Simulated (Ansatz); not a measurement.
Spectroscopic constants of RhH, multiplicity 3 (lowest of 2S+1 = 1, 3, 5 at CCSD(T)/def2-TZVPP on PBE0 minima; our sources give no spin for the ground state, which may be another). No spin–orbit coupling.

The constants come from a fifth-degree fit in 1/R (seven points, main isotopes). In def2 and cc sets the state is the lowest found near the PBE0 minimum, followed along R.

Correlated levels freeze the inner cores; with def2 sets outer-core shells near the valence are correlated too. CBS(a, b) extrapolates the correlation energy as X⁻³ and adds the Hartree–Fock energy of set b.

Codes used: Ansatz (Gaussian basis) for Hartree–Fock, density functionals and correlated methods. Values without a source in brackets are computed. In def2 rows elements past Kr take small-core potentials, without spin–orbit coupling.

Task: What bond length and harmonic frequency does SVWN5/def2-TZVPP give?

Result: r_e = 1.531 Å, ω_e = 2135 cm⁻¹.

Task: What bond length and harmonic frequency does wB97X-V/def2-TZVPP give?

Result: r_e = 1.563 Å, ω_e = 1973 cm⁻¹.

Task: What bond length and harmonic frequency does CCSD(T)/CBS(def2-TZVPP, def2-QZVPP) give?

Result: r_e = 1.539 Å, ω_e = 2014 cm⁻¹.

Ansatz is an electronic-structure program.
